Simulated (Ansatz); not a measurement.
`O=CO[SiH2][SiH3]` and `O=COCS` differ in one atom or group.

Ansatz, PBE0-D4/def2-TZVP geometries, multiplicity 1. Each molecule was computed in one conformer, which needn't be the lowest.

```
                                                                                  property  `O=CO[SiH2][SiH3]`
                                                     HOMO energy (ωB97M-V/def2-TZVPP) / eV              -10.36
ideal-gas entropy at 298 K and 1 bar (rigid rotor, harmonic PBE0-D4/def2-TZVP) / J/(mol·K)                 361
                                        size of the dipole moment (ωB97M-V/def2-TZVPP) / D                1.30
                                                       LUMO energy (B3LYP/def2-TZVPP) / eV               -0.83
                                          size of the dipole moment (B3LYP/def2-TZVPP) / D                1.30
                                                        LUMO energy (PBE0/def2-TZVPP) / eV               -0.60
```

Question: Give the same properties after the change, and the shifts. (Estimate.)

Answer: Ansatz gave: 
```tsv
property	`O=COCS`	shift
HOMO energy (ωB97M-V/def2-TZVPP) / eV	-9.75	0.61
ideal-gas entropy at 298 K and 1 bar (rigid rotor, harmonic PBE0-D4/def2-TZVP) / J/(mol·K)	329	-32
size of the dipole moment (ωB97M-V/def2-TZVPP) / D	1.48	0.18
LUMO energy (B3LYP/def2-TZVPP) / eV	-0.47	0.36
size of the dipole moment (B3LYP/def2-TZVPP) / D	1.49	0.19
LUMO energy (PBE0/def2-TZVPP) / eV	-0.16	0.44
```

With PBE0 the HOMO rises by 0.78 eV and the LUMO rises by 0.44 eV, so the gap narrows by about 0.34 eV. PBE moves the HOMO by 0.71 eV and ωB97M-V by 0.61 eV. The zero-point energy changes by -12.0 kJ/mol with -6 modes. Dipoles are sizes alone; their direction can turn. Modes under 60 cm⁻¹, often nearly free rotors, make the harmonic entropy too high.

B3LYP here is the variant with VWN-RPA as its local correlation; programs differ in this.
